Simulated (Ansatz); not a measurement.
Reaction (stannylene formation by 1,1-elimination): `[OH][Sn]([F])([Cl])[Br]` → `[Cl][Sn][Br]` + `OF`

Gas-phase electronic energies from Ansatz, PBE0-D4/def2-TZVP geometries. CCSD(T)/CBS adds triple-zeta CCSD(T) − MP2 to the extrapolated MP2 energy (def2 sets, frozen cores). This one scheme is used for every species. DFT in def2-TZVPP. def2 core potentials past Kr. For Br, Sn outer-core shells are correlated without core-valence functions, which leaves a few kJ/mol of doubt a bond. Scalar relativity is left out up to krypton. One conformer a species, not always the lowest.

```json
{"species": "`[OH][Sn]([F])([Cl])[Br]`", "CAM-B3LYP-D4 energy (Eh)": "-3424.65259"}
{"species": "`[Cl][Sn][Br]`", "CAM-B3LYP-D4 energy (Eh)": "-3248.91619"}
{"species": "`OF`", "CAM-B3LYP-D4 energy (Eh)": "-175.57084"}
```

Q: Work out ΔE.

A: ΔE = (-3248.91619) + (-175.57084) − (-3424.65259) = 0.16556 Eh = +434.7 kJ/mol. CCSD(T)/CBS gives +459.6 kJ/mol.

Largest T1 diagnostic among the species: 0.012.

At CCSD(T), def2-SVP lies −36.3 kJ/mol from the extrapolated value and def2-TZVPP −13.1 kJ/mol. From r2SCAN to r2SCAN0 (25 % exact exchange), in def2-TZVPP and without D4, ΔE moves by +13.1 kJ/mol. Leaving LDA and LC-ωPBE aside and taking each functional with its dispersion term where it has one, the values, not all of them listed here, spread over 81.9 kJ/mol, from BLYP-D4 to PBE-QIDH. LDA lies +37.4 kJ/mol from PBE without D4.
